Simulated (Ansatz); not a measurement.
BMe2(NH2) (C₂H₈BN), relaxed as a singlet with RKS PBE0-D4/def2-SVP in Ansatz, starting from the GFN2-xTB geometry. Force threshold 0.02 eV/Å.

Start:

```xyz
12

B     0.069    0.137    0.109
C    -1.504    0.025   -0.081
H    -2.044    0.891    0.298
H    -1.892   -0.849    0.440
H    -1.774   -0.099   -1.128
C     1.049   -0.908   -0.578
H     2.037   -0.930   -0.122
H     1.190   -0.655   -1.628
H     0.652   -1.920   -0.557
N     0.597    1.161    0.877
H     0.039    1.867    1.328
H     1.582    1.281    1.042
```

```json
{"step": "1", "energy (eV)": "-4364.2456", "largest force component (eV/Å)": "0.702", "SCF passes": "22"}
{"step": "2", "energy (eV)": "-4364.2764", "largest force component (eV/Å)": "0.241", "SCF passes": "23"}
{"step": "3", "energy (eV)": "-4364.2804", "largest force component (eV/Å)": "0.064", "SCF passes": "23"}
{"step": "4", "energy (eV)": "-4364.2826", "largest force component (eV/Å)": "0.014", "SCF passes": "22"}
{"step": "5 (rejected)", "energy (eV)": "-4364.2793", "largest force component (eV/Å)": "0.314", "SCF passes": "22"}
{"step": "6", "energy (eV)": "-4364.2835", "largest force component (eV/Å)": "0.079", "SCF passes": "22"}
{"step": "7", "energy (eV)": "-4364.2836", "largest force component (eV/Å)": "0.091", "SCF passes": "22"}
{"step": "8", "energy (eV)": "-4364.2845", "largest force component (eV/Å)": "0.006", "SCF passes": "23"}
{"step": "9", "energy (eV)": "-4364.2847", "largest force component (eV/Å)": "0.013", "SCF passes": "22"}
{"step": "10", "energy (eV)": "-4364.2848", "largest force component (eV/Å)": "0.019", "SCF passes": "21"}
```

Force components are those of the run's own axes.

End:

```tsv
atom	x (Å)	y (Å)	z (Å)
B1	0.074	0.143	0.111
C2	-1.490	0.056	-0.120
H3	-2.067	0.857	0.369
H4	-1.877	-0.910	0.249
H5	-1.725	0.080	-1.199
C6	1.045	-0.912	-0.562
H7	2.110	-0.770	-0.318
H8	0.943	-0.878	-1.661
H9	0.764	-1.938	-0.268
N10	0.602	1.156	0.920
H11	0.031	1.859	1.371
H12	1.591	1.257	1.107
```

By distances, no bond broke or formed. The bond that changes most is C6–H9, from 1.09 to 1.10 Å (atoms count from 1).

The force fell under the threshold at step 4, but the optimiser went on and released 0.002 eV more. No frequencies were taken in this run, so the end may be a saddle point.

Run time 12 s (4 threads of Arm Neoverse V1 on a shared host).
